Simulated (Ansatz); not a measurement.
**Worked example: Ga(SH)3 → Ga(SH)2 + HS**

Species: Ga(SH)3, singlet; Ga(SH)2, doublet; HS, doublet. 

Shapes, held fixed at every level: PBE0-D4/def2-TZVP. Flexible molecules stand in one conformer, not always the lowest. Programs: Ansatz 0.2.0. Electronic energies: no zero-point or thermal term.

At CCSD(T)/def2-TZVPP; 1 Eh = 2625.50 kJ/mol:

```
species   energy (Eh)
Ga(SH)3  -3118.590243
Ga(SH)2  -2720.173850
     HS   -398.281674
```

**Question.** Work out ΔE of the reaction at this level.

**Answer.** 
1. Products less reactants: (-2720.173850) + (-398.281674) − [(-3118.590243)] = 0.134719 Eh = +353.7 kJ/mol.

Other levels give +338.2 (B3LYP-D4/def2-TZVPP) to +356.8 kJ/mol (wB97M-V/def2-TZVPP). No measured value is set beside it here. Open shells run unrestricted unless RO is named. Relativity is left out for Ga unless named. Correlated rows may include outer-core shells of Ga, which these sets cover unevenly.
